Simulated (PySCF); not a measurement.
Screening by computed properties: pick the candidate that meets the target.

Species are written as SMILES; each is one conformer at its optimised geometry, gas phase, non-relativistic unless stated; the electronic structure was computed with PySCF and density fitting.

Dipoles, sizes and rotational constants follow the conformer. The torsions of the flexible species, by atom-mapped SMILES:
- `[SiH3:1][P:2]([SiH3:3])[SiH2:4][CH2:5][Cl:6]`: Si1–P2–Si4–C5 -78°, P2–Si4–C5–Cl6 62°
- `[SiH3:1][Si:2]([SiH3:3])([PH2:4])[CH2:5][Cl:6]`: Si1–Si2–C5–Cl6 60°, H–P4–Si2–Si1 -65°, H–P4–Si2–Si1 -159°

(1) Wanted: static isotropic polarisability below 45 au (B3LYP/def2-SVPD) and HOMO energy below -7.2 eV (B3LYP/def2-SVPD), at PBE0-D3(BJ)/def2-SVP geometries. Which candidate meets both?
A. `[SiH3][Si]([SiH3])(P)CCl`
B. `ClC1C=C1`
C. `[SiH3]P([SiH3])[SiH2]CCl`
D. `[AlH2-]([F])[NH3+]`

(2) Wanted: dipole moment between 2 D and 4 D (B3LYP/def2-SVPD) and electronic spatial extent ⟨r²⟩ about the centre of nuclear charge below 1910 bohr² (B3LYP/def2-SVPD), at PBE0-D3(BJ)/def2-SVP geometries. Which candidate meets both?
A. `S=BCl`
B. `ClC1C=C1`
C. `[NH3+][AlH2-][F]`
D. `[SiH3]P([SiH3])[SiH2]CCl`
E. `[SiH3][Si]([SiH3])(P)CCl`

## Answers

(1) D. Computed values:
| species | static isotropic polarisability | HOMO energy |
| --- | --- | --- |
| [AlH2-]([F])[NH3+] | 40.9 au | -7.40 eV |
| ClC1C=C1 | 48.2 au | -7.70 eV |
| [SiH3]P([SiH3])[SiH2]CCl | 140.5 au | -7.12 eV |
| [SiH3][Si]([SiH3])(P)CCl | 146.4 au | -7.23 eV |

(2) B. Computed values:
```
                 species  dipole moment  electronic spatial extent ⟨r²⟩ about the centre of nuclear charge
[SiH3][Si]([SiH3])(P)CCl         1.24 D                                                         1897 bohr²
[SiH3]P([SiH3])[SiH2]CCl         1.44 D                                                         1928 bohr²
                   S=BCl         1.64 D                                                          390 bohr²
                ClC1C=C1         2.75 D                                                          346 bohr²
        [NH3+][AlH2-][F]         5.69 D                                                          287 bohr²
```
